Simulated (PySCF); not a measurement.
Telling isomers of C5H8F2O2Si apart by NMR

Computational details: PBE0/pcSseg-1 with gauge-including orbitals, coordinates at the GFN2-xTB level, in PySCF 2.14 (no solvent, averaged over atoms made equivalent by symmetry, fast rotation or ring inversion, a single conformation, relativity neglected).

Referencing at the same level of theory: TMS for ¹H, ¹³C. Splittings of carbon signals by F and P are missing where no couplings were computed. Where no couplings were computed, multiplicities follow the n + 1 count of equivalent neighbours, and m marks all less simple cases (inequivalent or close neighbours, rings, F or P nearby). Shifts are as computed. Against solution values, carbons near 30 ppm lie about +3 ppm off and those near 130 ppm about +5 ppm. Of 1309 compounds with measured shifts, 239 miss one by over three times the rms of a fit or turn the order of signals round; such compounds aren't used in these exercises.

(1) Tabulate the signals of `CC(=O)/C=C(/O[SiH3])C(F)F`, `CCC(=O)/C(=C/F)O[SiH2]F`, `O=COC1(C(F)F)C[SiH2]C1`, `CC(=O)O[SiH2]C/C(F)=C\F`, `O=C[C@@]1(F)O[C@@H](F)CC[SiH2]1` and their relative energies.

(2) What is the quickest way to tell CCC(=O)/C(=C/F)O[SiH2]F from O=COC1(C(F)F)C[SiH2]C1?

(3) What is the quickest way to tell CC(=O)/C=C(/O[SiH3])C(F)F from O=C[C@@]1(F)O[C@@H](F)CC[SiH2]1?

(4) What is the quickest way to tell CCC(=O)/C(=C/F)O[SiH2]F from O=C[C@@]1(F)O[C@@H](F)CC[SiH2]1?

Answers

(1) 
```json
{"SMILES": "CC(=O)/C=C(/O[SiH3])C(F)F", "carbon types": "2×C 2×CH 1×CH3", "δC": "201.2, 166.6, 115.2, 115.0, 35.4", "δH": "8.64 (m, 1H), 6.00 (m, 1H), 5.15 (s, 3H), 2.30 (s, 3H)", "E rel. (kcal/mol)": "38.4"}
{"SMILES": "CCC(=O)/C(=C/F)O[SiH2]F", "carbon types": "2×C 1×CH 1×CH2 1×CH3", "δC": "204.3, 151.7, 141.1, 36.8, 8.7", "δH": "7.82 (m, 1H), 5.17 (m, 2H), 2.87 (q, 2H), 1.17 (t, 3H)", "E rel. (kcal/mol)": "0.0"}
{"SMILES": "O=COC1(C(F)F)C[SiH2]C1", "carbon types": "1×C 2×CH 2×CH2", "δC": "165.3, 119.3, 82.9, 20.6", "δH": "7.94 (s, 1H), 7.23 (m, 1H), 4.63 (m, 1H), 4.44 (m, 1H), 2.27 (m, 2H), 1.83 (m, 2H)", "E rel. (kcal/mol)": "44.3"}
{"SMILES": "CC(=O)O[SiH2]C/C(F)=C\\F", "carbon types": "2×C 1×CH 1×CH2 1×CH3", "δC": "177.7, 162.1, 148.5, 23.7, 16.3", "δH": "7.51 (m, 1H), 5.01 (t, 2H), 2.34 (m, 2H), 2.19 (s, 3H)", "E rel. (kcal/mol)": "22.3"}
{"SMILES": "O=C[C@@]1(F)O[C@@H](F)CC[SiH2]1", "carbon types": "1×C 2×CH 2×CH2", "δC": "201.3, 116.4, 111.3, 29.2, -1.1", "δH": "9.88 (m, 1H), 6.12 (m, 1H), 4.37 (m, 1H), 4.03 (m, 1H), 2.38 (m, 1H), 2.35 (m, 1H), 1.29 (m, 1H), 1.16 (m, 1H)", "E rel. (kcal/mol)": "51.3"}
```

Energies are electronic energies at PBE0/pcSseg-1 on these geometries, without zero-point or thermal terms, each for the one conformer computed, which needn't be the lowest.

(2) Count the carbon signals: 5 against 4. The first has a ketone carbonyl carbon (C) at 204.3 ppm, the second a fully substituted sp3 carbon bonded to O (C) at 82.9 ppm. Their most deshielded carbons lie at 204.3 and 165.3 ppm.

(3) Both give the same number of carbon signals, but DEPT or the intensities differ. The first has a ketone carbonyl carbon (C) at 201.2 ppm, the second an aldehyde carbonyl carbon (CH) at 201.3 ppm. In the proton spectra the most deshielded non-exchanging signals are 8.64 (m, 1H) and 9.88 (m, 1H).

(4) Both give the same number of carbon signals, but DEPT or the intensities differ. The first has a ketone carbonyl carbon (C) at 204.3 ppm, the second an aldehyde carbonyl carbon (CH) at 201.3 ppm. In the proton spectra the most deshielded non-exchanging signals are 7.82 (m, 1H) and 9.88 (m, 1H).
